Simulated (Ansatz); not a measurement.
Start from `CN(C)[CH2][AlH2]` and change one atom or group to get `C[N](C)[Mg][OH]`.

Ansatz, PBE0-D4/def2-TZVP geometries, multiplicity 1. Each molecule was computed in one conformer, which needn't be the lowest.

| property | `CN(C)[CH2][AlH2]` |
| --- | --- |
| zero-point energy (PBE0-D4/def2-TZVP) / kJ/mol | 321.1 |
| HOMO energy (PBE/def2-TZVPP) / eV | -4.79 |
| HOMO energy (PBE0/def2-TZVPP) / eV | -6.09 |
| HOMO–LUMO gap (PBE/def2-TZVPP) / eV | 2.69 |
| HOMO energy (B3LYP/def2-TZVPP) / eV | -5.90 |
| size of the dipole moment (PBE/def2-TZVPP) / D | 0.93 |

Problem. Give the same properties after the change, and the shifts. (An estimate is asked.)

Solution. The calculation gave: 
```
                                      property  `C[N](C)[Mg][OH]`  shift
zero-point energy (PBE0-D4/def2-TZVP) / kJ/mol              243.8  -77.3
             HOMO energy (PBE/def2-TZVPP) / eV              -4.22   0.57
            HOMO energy (PBE0/def2-TZVPP) / eV              -5.43   0.66
           HOMO–LUMO gap (PBE/def2-TZVPP) / eV               2.51  -0.18
           HOMO energy (B3LYP/def2-TZVPP) / eV              -5.26   0.64
size of the dipole moment (PBE/def2-TZVPP) / D               0.67  -0.26
```

With PBE0 the HOMO rises by 0.66 eV and the LUMO rises by 0.35 eV, so the gap narrows by about 0.31 eV. PBE moves the HOMO by 0.57 eV and ωB97M-V by 0.67 eV. The zero-point energy changes by -77.3 kJ/mol with -9 modes. Dipoles are sizes alone; their direction can turn.

B3LYP here is the variant with VWN-RPA as its local correlation; programs differ in this.
